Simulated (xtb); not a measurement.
GeH5, SMILES [GeH5-], charge -1. All values are semi-empirical tight-binding results from xtb (GFN2-xTB unless named), good for trends rather than for accurate numbers. Geometry: GFN2-xTB.

Optimised geometry:

```xyz
6

Ge     0.0000     0.0000     0.0007
H      0.0000     0.0000     1.7667
H      0.0000     0.0000    -1.7795
H      1.3104     0.7566    -0.0036
H     -1.3104     0.7566    -0.0036
H      0.0000    -1.5131    -0.0036
```
Charge -1, spin multiplicity 1.

For metal compounds this method's bond lengths and energies can be far off.

```json
{
 "point_group_as_xtb_finds_it": "D3h",
 "orbital_gap": "7.42 eV",
 "zero_point_energy": "17.6 kcal/mol",
 "G − E(el) at 298.15 K (modified RRHO)": "3.7 kcal/mol"
}
```

Computed atomic charges:
charges (e) Ge1 0.16, H2 -0.36, H3 -0.37, H4 -0.14, H5 -0.14, H6 -0.14.
